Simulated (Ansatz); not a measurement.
`N[Si@@H]1N[C@@]1(O)F` and `OC1(F)N[SiH2]1` differ in one atom or group.

Ansatz, PBE0-D4/def2-TZVP geometries, multiplicity 1. Each molecule was computed in one conformer, which needn't be the lowest.

| property | `N[Si@@H]1N[C@@]1(O)F` |
| --- | --- |
| HOMO energy (B3LYP/def2-TZVPP) / eV | -6.94 |
| HOMO–LUMO gap (ωB97M-V/def2-TZVPP) / eV | 11.54 |
| LUMO energy (ωB97M-V/def2-TZVPP) / eV | 2.17 |
| HOMO–LUMO gap (PBE0/def2-TZVPP) / eV | 7.74 |
| HOMO energy (ωB97M-V/def2-TZVPP) / eV | -9.37 |
| size of the dipole moment (B3LYP/def2-TZVPP) / D | 2.57 |

Task: Give the same properties after the change, and the shifts. (An estimate is asked.)

Result: Computed: 
| property | `OC1(F)N[SiH2]1` | shift |
| --- | --- | --- |
| HOMO energy (B3LYP/def2-TZVPP) / eV | -7.11 | -0.17 |
| HOMO–LUMO gap (ωB97M-V/def2-TZVPP) / eV | 10.66 | -0.88 |
| LUMO energy (ωB97M-V/def2-TZVPP) / eV | 1.09 | -1.08 |
| HOMO–LUMO gap (PBE0/def2-TZVPP) / eV | 6.70 | -1.04 |
| HOMO energy (ωB97M-V/def2-TZVPP) / eV | -9.57 | -0.20 |
| size of the dipole moment (B3LYP/def2-TZVPP) / D | 1.94 | -0.63 |

With PBE0 the HOMO falls by 0.19 eV and the LUMO falls by 1.22 eV, so the gap narrows by about 1.03 eV. PBE moves the HOMO by -0.22 eV and ωB97M-V by -0.20 eV. Dipoles are sizes alone; their direction can turn.

B3LYP here is the variant with VWN-RPA as its local correlation; programs differ in this.
